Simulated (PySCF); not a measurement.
## LDA on F+ (fluorine, charge +1)

Configuration: [He] 2s2 2p4, high-spin 3P determinant. Calculation: PySCF 2.14, in x2c-TZVPall; the spin-free X2C one-electron Hamiltonian (Gaussian nucleus).

```json
{
  "Total energy": "-98.5355 hartree",
  "One-electron energy": "-133.1852 hartree",
  "Hartree (Coulomb) energy": "43.8938 hartree",
  "Exchange-correlation energy": "-9.2442 hartree",
  "⟨S²⟩": "2.0018",
  "⟨L²⟩": "2.004",
  "Sum of ⟨r⟩": "6.207 bohr",
  "Sum of ⟨r²⟩": "7.297 bohr²",
  "Traceless quadrupole moment −½Σ⟨3z² − r²⟩ along its main axis": "-0.525 e·bohr²",
  "Langevin diamagnetic susceptibility": "-5.78 ×10⁻⁶ cm³/mol",
  "Time after the integrals": "0.11 s of wall time on 1 thread of Neoverse-N1 (shared host)"
}
```

```tsv
shell	electrons	mean orbital energy (hartree)	spread (hartree)	rms radius, mean of both spins (bohr)
1s α	1	-24.98743	0	0.206
1s β	1	-24.91697	0	0.206
2s α	1	-1.78581	0	1.07
2s β	1	-1.63807	0	1.07
2p α	3	-1.10255	0.08981	1.11
2p β	1	-0.96097	0	1.11
```
